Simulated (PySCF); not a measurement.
ZrI3, SMILES [I][Zr+]([I])[I], charge +1, multiplicity 1. Geometry optimised at PBE-D3(BJ)/def2-SVP. The multiplicity is an assumed one; no other spin state was optimised. The isomer is the one that the SMILES or the coordinates give; other isomers of the formula were not compared. The def2 effective core potentials stand for the cores of I, Zr; spin–orbit coupling is left out.

Computed equilibrium geometry at PBE-D3(BJ)/def2-SVP (PySCF confirms it by a frequency run) as bond lengths and angles, and its point group:
point group C3v.
Atoms: Zr1 I2 I3 I4. Bonds (Å): Zr1–I2 2.631, Zr1–I3 2.631, Zr1–I4 2.631. Angles (°): I2–Zr1–I3 107.5, I2–Zr1–I4 107.5, I3–Zr1–I4 107.5.
Charge +1, spin multiplicity 1.
